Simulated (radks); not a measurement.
The numbers below are computed, except where a source is named.
Neutral rhodium inside a hard spherical wall (all orbitals vanish at R), configuration held at [Kr] 4d8 5s1 and not refilled when levels cross. Code: a radial shooting solver on a logarithmic mesh with Libxc functionals. Model: scalar-relativistic Kohn-Sham, PBE, spin-unpolarised, spherical densities, finite nucleus; Fermi nuclear charge, rms radius 4.4945 fm. Eigenvalues in eV, with the zero of energy where the potential of the charges vanishes at infinity; a dash marks a level that is unbound or too diffuse for the functional's potential to be trusted. A positive occupied level is held by the wall or, in an anion where self-interaction has pushed it up, behind a barrier. The pressure on the wall is -dE/dV.

R (bohr)  E (hartree)  kinetic (hartree)    e(4s)    e(4p)   e(4d)   e(5s)  e(5p, empty)  e(6s, empty)  pressure (GPa)
free      -4784.03087           4954.422  -82.491  -50.421  -5.940  -4.300        -0.851             -               0
20        -4784.03087           4954.422  -82.491  -50.421  -5.940  -4.300        -0.850             -        < 0.0001
12        -4784.03082           4954.423  -82.487  -50.416  -5.936  -4.295        -0.780         1.003        0.000751
10        -4784.03049           4954.426  -82.460  -50.389  -5.910  -4.268        -0.633         2.050         0.00964
4         -4783.67110           4956.042  -76.793  -44.879  -0.732   3.872        11.975        46.559            72.8
2.5       -4780.00309           4970.029  -56.143  -24.847  21.354  51.397        69.822        191.79            2940
1.5       -4741.19488           5096.051   36.071   74.817  138.25  344.79        380.25        819.31          127000
